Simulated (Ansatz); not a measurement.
`[SH][SnH2][Cl]` → `[SH]`• + `[Cl][SnH2]`• at 600 K and 1 bar (homolysis of the S–Sn bond).

Gas-phase electronic energies from Ansatz, PBE0-D4/def2-TZVP geometries. CCSD(T)/CBS adds triple-zeta CCSD(T) − MP2 to the extrapolated MP2 energy (def2 sets, frozen cores). This one scheme is used for every species. Open shells (•) are unrestricted, without spin–orbit coupling. def2 core potentials past Kr. For Sn outer-core shells are correlated without core-valence functions, which leaves a few kJ/mol of doubt a bond. Each species was taken in one conformer, which may not be the lowest.

| species | CCSD(T)/CBS energy (Eh) | H − E (kJ/mol) | S (J/(mol·K)) |
| --- | --- | --- | --- |
| `[SH][SnH2][Cl]` | -1073.44145 | 110.1 | 401.0 |
| `[SH]`• | -398.31908 | 33.7 | 218.4 |
| `[Cl][SnH2]`• | -674.99757 | 65.2 | 328.5 |

H − E and S are ideal-gas, rigid-rotor, harmonic terms from PBE0-D4/def2-TZVP, for one conformer and one mirror image of each species, with the whole ground term of open shells counted as degenerate. 1 Eh = 2625.50 kJ/mol, R = 8.31446 J/(mol·K).

Task: By hand: ΔE, ΔH, ΔS and ΔG.

Result: ΔE = (-398.31908) + (-674.99757) − (-1073.44145) = 0.12480 Eh = 327.7 kJ/mol. Δ(H − E) = 33.7 + 65.2 − 110.1 = -11.2, so ΔH = 316.5 kJ/mol. ΔS = 218.4 + 328.5 − 401.0 = 145.9 J/(mol·K). ΔG = 316.5 − 600 × (145.9)/1000 = 229.0 kJ/mol.

Task: By hand: the equilibrium constant, and the temperature at which ΔG would vanish if ΔH and ΔS stayed fixed.

Result: log₁₀ K = −ΔG/(RT ln 10) = -19.9. ΔG = 0 at ΔH/ΔS = 2169 K.

The number of gas molecules changes by +1, which sets the sign of ΔS. A doubt of 5 kJ/mol in ΔE shifts log₁₀ K by 0.4 here. Other conformers and mirror images would add mixing entropy, several J/(mol·K) or more a flexible species. These are equilibria of isolated gas molecules and say nothing of rates. Largest T1 diagnostic: 0.015 (customary marks: 0.02 for closed shells, 0.045 for open ones).
